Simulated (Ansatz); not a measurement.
A run on C2H10BN (`C[BH-](C)[NH3+]`) with other settings.

```yaml
crystal:
  periodic: [false, false, false]
  atoms:
    - {symbol: C, position_ang: [-1.375788, 0.607063, -0.352690]}
    - {symbol: B, position_ang: [0.130485, 0.047793, -0.457451]}
    - {symbol: C, position_ang: [1.218792, 0.851244, 0.415857]}
    - {symbol: N, position_ang: [0.086750, -1.484946, 0.177154]}
    - {symbol: H, position_ang: [-2.115303, 0.000055, -0.891047]}
    - {symbol: H, position_ang: [-1.727289, 0.703921, 0.684810]}
    - {symbol: H, position_ang: [-1.434834, 1.609956, -0.786845]}
    - {symbol: H, position_ang: [0.490379, -0.151518, -1.609077]}
    - {symbol: H, position_ang: [0.931375, 0.953943, 1.472357]}
    - {symbol: H, position_ang: [2.223091, 0.408445, 0.393871]}
    - {symbol: H, position_ang: [1.329704, 1.870192, 0.032173]}
    - {symbol: H, position_ang: [-0.204233, -1.459064, 1.151012]}
    - {symbol: H, position_ang: [1.003084, -1.919200, 0.132257]}
    - {symbol: H, position_ang: [-0.569213, -2.067285, -0.333580]}
basis:
  gaussian: {orbitals: def2-mTZVP}
hamiltonian: {xc: {name: SPW92}}
output: {forces: true}
```

```sh
$ ansatz run in.yaml --threads 4 --pin off --events-out ev --progress --plain --max-ram 10444MiB
```

It prints (some lines left out):

```
Functional definition: SPW92
1120 factors; their error is unknown
mean field evaluation 1: about -4340.0342 eV, gradient 1.0e2 eV
mean field evaluation 2: about -4252.2189 eV, gradient 1.8e2 eV
mean field evaluation 4: about -4363.0907 eV, gradient 1.6e1 eV
mean field evaluation 8: about -4363.6107 eV, gradient 2.6e-1 eV
mean field evaluation 16: about -4363.5499 eV, gradient 2.4e-4 eV
mean field -4363.54992076 eV, -160.3575018674 hartree, gradient 3.4e-5 eV, S^2 0.000000; 0 other end points of the search recorded, 0 dependent functions left out
reference -4363.54996332 eV, -160.3575034318 hartree; 17, 17 occupied and 89, 89 virtual orbitals, 1120 factors
Total energy: -4363.54996332 eV, -160.3575034318 hartree
Atom 0 at    -1.375788     0.607063    -0.352690 Å, force     0.585461    -0.296994    -0.008530 eV/Å
Atom 1 at     0.130485     0.047793    -0.457451 Å, force    -0.100409    -0.065547     0.359269 eV/Å
Atom 2 at     1.218792     0.851244     0.415857 Å, force    -0.426557    -0.392486    -0.308268 eV/Å
Atom 3 at     0.086750    -1.484946     0.177154 Å, force     0.028151     0.886300    -0.376060 eV/Å
Atom 4 at    -2.115303     0.000055    -0.891047 Å, force    -0.211860    -0.147267    -0.156346 eV/Å
Atom 5 at    -1.727289     0.703921     0.684810 Å, force    -0.094904     0.044739     0.294949 eV/Å
Atom 6 at    -1.434834     1.609956    -0.786845 Å, force    -0.022146     0.275841    -0.117487 eV/Å
Atom 7 at     0.490379    -0.151518    -1.609077 Å, force     0.039379    -0.016261    -0.127835 eV/Å
Atom 8 at     0.931375     0.953943     1.472357 Å, force    -0.088931     0.045446     0.296595 eV/Å
Atom 9 at     2.223091     0.408445     0.393871 Å, force     0.284285    -0.100557    -0.009504 eV/Å
Atom 10 at     1.329704     1.870192     0.032173 Å, force     0.034317     0.281225    -0.100573 eV/Å
Atom 11 at    -0.204233    -1.459064     1.151012 Å, force    -0.175579     0.042222     0.579429 eV/Å
Atom 12 at     1.003084    -1.919200     0.132257 Å, force     0.533541    -0.235133    -0.026696 eV/Å
Atom 13 at    -0.569213    -2.067285    -0.333580 Å, force    -0.384747    -0.321529    -0.298943 eV/Å
Dipole moment:    -0.020568    -0.937442     0.367302 e Å
```

Hardware: 4 threads of an Arm Neoverse V1 on a shared host. Wall time 0.75 s, peak host memory 0.48 GiB.
